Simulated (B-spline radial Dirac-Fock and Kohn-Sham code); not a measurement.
Energy-loss ionisation edge N3 (4p3/2) of Tb

System: neutral terbium, [Xe] 4f9 6s2. These are calculated numbers from an atomic code on a B-spline grid; the model is the first Born approximation with generalised oscillator strengths from a Dirac-Hartree-Slater potential (longitudinal and transverse terms; continuum final states only, so no white lines or fine structure). The edge is taken at 284.1 eV (tabulated value).

Partial cross sections σ(β, Δ) in barn, integrated over a window Δ above the edge and up to the collection semi-angle β, for parallel illumination:

| E₀ (kV) | β (mrad) | Δ = 25 eV | Δ = 50 eV | Δ = 100 eV | Δ = 200 eV | Δ = 300 eV |
| --- | --- | --- | --- | --- | --- | --- |
| 60 | 5 | 462 | 829 | 1380 | 2060 | 2410 |
| 60 | 20 | ? | ? | ? | ? | ? |
| 60 | 50 | 1920 | 3510 | 5950 | 9550 | 12000 |
| 80 | 100 | 1900 | 3550 | 6110 | 10000 | 13000 |
| 100 | 10 | 733 | 1340 | 2300 | 3610 | 4410 |
| 120 | 5 | 470 | 855 | 1460 | 2240 | 2700 |
| 120 | 10 | 700 | 1280 | 2210 | 3480 | 4270 |
| 120 | 50 | 1370 | 2540 | 4340 | 7060 | 9040 |
| 120 | 100 | 1460 | 2730 | 4720 | 7780 | 10100 |
| 200 | 10 | 624 | 1140 | 1980 | 3160 | 3910 |
| 200 | 20 | 830 | 1520 | 2600 | 4180 | 5250 |
| 200 | 100 | 1100 | 2050 | 3550 | 5850 | 7620 |
| 300 | 5 | 446 | 818 | 1420 | 2250 | 2770 |
| 300 | 50 | 910 | 1700 | 2950 | 4850 | 6300 |

Problem. Give the row for 60 kV and 20 mrad.

Solution. 1230 b for 25 eV, 2240 b for 50 eV, 3840 b for 100 eV, 6070 b for 200 eV, 7470 b for 300 eV.
